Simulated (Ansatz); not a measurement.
A run for Ansatz (an electronic-structure program): U-PBE0/def2-TZVPP on BeF, 2S+1 = 2, a spin state set in the input, which need not be the lowest.

Ansatz 0.2 input:
```yaml
crystal:
  periodic: [false, false, false]
  atoms:
    - {symbol: Be, position_ang: [0.00000000, 0.00000000, 0.00000000]}
    - {symbol: F, position_ang: [0.00000000, 0.00000000, 1.45300000]}
basis:
  gaussian:
    orbitals: def2-TZVPP
hamiltonian:
  xc: {name: PBE0}
magnetization: {spin_polarized: true, initial_magnetization: 1}
relax: {f_tol: 0.002, max_steps: 120}
```

Output:

```
WARN ansatz: RAYON_NUM_THREADS=1 ignored (pool sized by the plan → 1); use --threads N
Functional definition: PBE0
integrals: 0.00 GiB planned
297 factors; their error is unknown
mean field: 0.10 GiB planned
mean field evaluation 1: about -3113.9109 eV, gradient 2.7e1 eV
mean field evaluation 2: about -3105.5571 eV, gradient 6.0e1 eV
mean field evaluation 4: about -3116.3898 eV, gradient 3.6e-1 eV
mean field evaluation 8: about -3116.4018 eV, gradient 6.8e-3 eV
mean field -3116.40183099 eV, -114.5256549157 hartree, gradient 3.0e-5 eV, S^2 0.750967; 0 other end points of the search recorded, 0 dependent functions left out
the calculation of the forces begins
reference -3116.40186646 eV, -114.5256562195 hartree; 7, 6 occupied and 43, 44 virtual orbitals, 297 factors
relax step   1: F+E_penalty+E_count = -3116.40183099 eV  Δ(F+E_penalty+E_count) = +0.000e0 eV  max|allowed force component| = 2.238e0 eV/Å  Δτ_max = 0.0000 Å  (27 SCF iters, accepted)
these checks for a lower state are left out or cut short: starts, cluster_reference, orbital_swaps, neighbouring_geometries, increment
integrals: 0.00 GiB planned
297 factors; their error is unknown
mean field: 0.10 GiB planned
mean field evaluation 16: about -3116.4658 eV, gradient 1.3e-2 eV
mean field -3116.47598077 eV, -114.5283798700 hartree, gradient 6.9e-6 eV, S^2 0.750965; 0 other end points of the search recorded, 0 dependent functions left out
the calculation of the forces begins
reference -3116.47601672 eV, -114.5283811910 hartree; 7, 6 occupied and 43, 44 virtual orbitals, 297 factors
relax step   2: F+E_penalty+E_count = -3116.47598077 eV  Δ(F+E_penalty+E_count) = -7.415e-2 eV  max|allowed force component| = 1.243e0 eV/Å  Δτ_max = 0.0210 Å  (30 SCF iters, accepted)
these checks for a lower state are left out or cut short: starts, cluster_reference, orbital_swaps, neighbouring_geometries, increment
integrals: 0.00 GiB planned
297 factors; their error is unknown
mean field: 0.10 GiB planned
mean field -3116.50108306 eV, -114.5293023621 hartree, gradient 6.0e-6 eV, S^2 0.750965; 0 other end points of the search recorded, 0 dependent functions left out
the calculation of the forces begins
reference -3116.50111947 eV, -114.5293037003 hartree; 7, 6 occupied and 43, 44 virtual orbitals, 297 factors
relax step   3: F+E_penalty+E_count = -3116.50108306 eV  Δ(F+E_penalty+E_count) = -2.510e-2 eV  max|allowed force component| = 2.999e-1 eV/Å  Δτ_max = 0.0247 Å  (28 SCF iters, accepted)
these checks for a lower state are left out or cut short: starts, cluster_reference, orbital_swaps, neighbouring_geometries, increment
integrals: 0.00 GiB planned
297 factors; their error is unknown
mean field: 0.10 GiB planned
mean field evaluation 32: about -3116.4922 eV, gradient 4.3e-4 eV
mean field -3116.50234767 eV, -114.5293488359 hartree, gradient 2.6e-5 eV, S^2 0.750965; 0 other end points of the search recorded, 0 dependent functions left out
the calculation of the forces begins
reference -3116.50238402 eV, -114.5293501716 hartree; 7, 6 occupied and 43, 44 virtual orbitals, 297 factors
relax step   4: F+E_penalty+E_count = -3116.50234767 eV  Δ(F+E_penalty+E_count) = -1.265e-3 eV  max|allowed force component| = 1.390e-2 eV/Å  Δτ_max = 0.0041 Å  (30 SCF iters, accepted)
these checks for a lower state are left out or cut short: starts, cluster_reference, orbital_swaps, neighbouring_geometries, increment
integrals: 0.00 GiB planned
297 factors; their error is unknown
mean field: 0.10 GiB planned
mean field -3116.50235048 eV, -114.5293489390 hartree, gradient 1.9e-5 eV, S^2 0.750965; 0 other end points of the search recorded, 0 dependent functions left out
the calculation of the forces begins
reference -3116.50238682 eV, -114.5293502746 hartree; 7, 6 occupied and 43, 44 virtual orbitals, 297 factors
relax step   5: F+E_penalty+E_count = -3116.50235048 eV  Δ(F+E_penalty+E_count) = -2.806e-6 eV  max|allowed force component| = 5.851e-4 eV/Å  Δτ_max = 0.0002 Å  (19 SCF iters, accepted)
integrals: 0.00 GiB planned
297 factors; their error is unknown
mean field: 0.10 GiB planned
mean field -3116.50235048 eV, -114.5293489390 hartree, gradient 1.9e-5 eV, S^2 0.750965; 1 other end points of the search recorded, 0 dependent functions left out
the calculation of the forces begins
reference -3116.50238682 eV, -114.5293502746 hartree; 7, 6 occupied and 43, 44 virtual orbitals, 297 factors
Total energy: -3116.50238682 eV, -114.5293502746 hartree
Atom 0 at    -0.000000    -0.000000     0.041444 Å, force    -0.000000    -0.000000    -0.000585 eV/Å
Atom 1 at     0.000000     0.000000     1.411556 Å, force     0.000000     0.000000     0.000585 eV/Å
Dipole moment:     0.000000    -0.000000    -0.244919 e Å
```

Self-consistency was reached.

Cost: roughly 3 core-seconds.
